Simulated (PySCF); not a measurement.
methyl 3-methyl-2-furoate (SMILES COC(=O)c1occc1C)

Molfile (atoms numbered from 1):
```
C7H8O3
     RDKit          3D

 18 18  0  0  0  0  0  0  0  0999 V2000
    3.2111   -0.2267    0.3180 C   0  0  0  0  0  0  0  0  0  0  0  0
    1.9570    0.4285    0.3056 O   0  0  0  0  0  0  0  0  0  0  0  0
    0.9079   -0.3438    0.0097 C   0  0  0  0  0  0  0  0  0  0  0  0
    0.9873   -1.5256   -0.2349 O   0  0  0  0  0  0  0  0  0  0  0  0
   -0.3535    0.3896    0.0119 C   0  0  0  0  0  0  0  0  0  0  0  0
   -0.3681    1.7157    0.2925 O   0  0  0  0  0  0  0  0  0  0  0  0
   -1.6398    2.1217    0.2241 C   0  0  0  0  0  0  0  0  0  0  0  0
   -2.4652    1.0805   -0.0979 C   0  0  0  0  0  0  0  0  0  0  0  0
   -1.6289   -0.0673   -0.2404 C   0  0  0  0  0  0  0  0  0  0  0  0
   -2.0426   -1.4562   -0.5862 C   0  0  0  0  0  0  0  0  0  0  0  0
    3.9546    0.5382    0.5693 H   0  0  0  0  0  0  0  0  0  0  0  0
    3.4347   -0.6671   -0.6651 H   0  0  0  0  0  0  0  0  0  0  0  0
    3.2263   -1.0329    1.0665 H   0  0  0  0  0  0  0  0  0  0  0  0
   -1.8208    3.1746    0.4260 H   0  0  0  0  0  0  0  0  0  0  0  0
   -3.5453    1.1195   -0.2210 H   0  0  0  0  0  0  0  0  0  0  0  0
   -3.1302   -1.5181   -0.7258 H   0  0  0  0  0  0  0  0  0  0  0  0
   -1.7443   -2.1638    0.2010 H   0  0  0  0  0  0  0  0  0  0  0  0
   -1.5464   -1.7978   -1.5063 H   0  0  0  0  0  0  0  0  0  0  0  0
  1  2  1  0
  2  3  1  0
  3  4  2  0
  3  5  1  0
  5  6  1  0
  6  7  1  0
  7  8  2  0
  8  9  1  0
  9 10  1  0
  9  5  2  0
  1 11  1  0
  1 12  1  0
  1 13  1  0
  7 14  1  0
  8 15  1  0
 10 16  1  0
 10 17  1  0
 10 18  1  0
M  END
```

Computed, not measured: TDDFT CAM-B3LYP/aug-cc-pVDZ excited states, vertical, gas phase in PySCF 2.14.0. Geometry: PBE0-D3(BJ)/def2-SVP.

(1) How strongly do the lowest singlets absorb one photon, and two photons of half the energy?

## Answers

(1) δ for parallel linear polarisation; σ at the peak of a Lorentzian of half width 0.1 eV, single beam; Ω is circular over linear.
| state | E (eV) | f | photon λ (nm) | δ (au) | σ (GM) | Ω | main |
| --- | --- | --- | --- | --- | --- | --- | --- |
| S1 | 5.25 | 0.364 | 472 | 128 | 1.30 | 0.93 | HOMO→LUMO 0.97 |
| S2 | 5.43 | 0.000 | 457 | <0.1 | 0.00 | – | HOMO−2→LUMO 0.88 |
| S3 | 6.08 | 0.007 | 408 | 105 | 1.43 | 1.50 | HOMO→LUMO+1 0.82 |
| S4 | 6.21 | 0.032 | 399 | 243 | 3.44 | 1.22 | HOMO−1→LUMO 0.82, HOMO→LUMO+10 0.10 |
| S5 | 6.58 | 0.007 | 377 | 73.5 | 1.17 | 1.50 | HOMO→LUMO+3 0.51, HOMO→LUMO+2 0.25 |
| S6 | 6.77 | 0.003 | 366 | 30.1 | 0.51 | 1.50 | HOMO→LUMO+3 0.37, HOMO→LUMO+2 0.36 |

Among these, the strongest one-photon state is S1, the strongest two-photon state S4, with a dipole change of 2.2 D (relaxed, norm of the difference vector).
